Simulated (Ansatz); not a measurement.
Computed with Ansatz on PBE0-D4/def2-TZVP structures; ΔE is electronic, products minus reactants. CBS: MP2 limit from def2 TZ/QZ plus the TZ coupled-cluster correction, frozen cores. This one scheme is used for every species. Functionals use def2-TZVPP. B3LYP here is the variant with VWN-RPA as its local correlation; programs differ in this. Each species was taken in one conformer, which may not be the lowest.

Consider the formal hydrolysis of a C–Cl bond: `CBCCCl` + H₂O → `CBCCO` + HCl.

```
             level  ΔE (kcal/mol)
            B97M-V            5.7
          B3LYP-D4            6.5
        r2SCANh-D4            6.6
      CAM-B3LYP-D4            5.5
            B2PLYP            6.5
           r2SCAN0            6.5
CCSD(T)/def2-TZVPP            6.2
     HF/def2-QZVPP            5.1
```

Task: What does CCSD(T)/CBS give? (An estimate is asked.)

Result: Ansatz gave: +7.8 kcal/mol. The listed levels differ from it by -2.1, -1.3, -1.2, -2.3, -1.3, -1.3, -1.6, -2.7 kcal/mol.

Largest T1 diagnostic among the species: 0.010.

Leaving LDA and LC-ωPBE aside and taking each functional with its dispersion term where it has one, the values, not all of them listed here, spread over 1.8 kcal/mol, from CAM-B3LYP-D4 to revPBE-D4. LDA lies −1.1 kcal/mol from PBE without D4. In def2-TZVPP, CCSD(T) changes the Hartree–Fock value by +1.2 kcal/mol (the triples alone add +0.4 kcal/mol) and MP2 by +2.9 kcal/mol. At CCSD(T), def2-SVP lies −5.9 kcal/mol from the extrapolated value and def2-TZVPP −1.6 kcal/mol.

CCSD(T)/CBS has its own doubt, a few kJ/mol and more with outer-core shells, so smaller differences from it don't rank the levels.
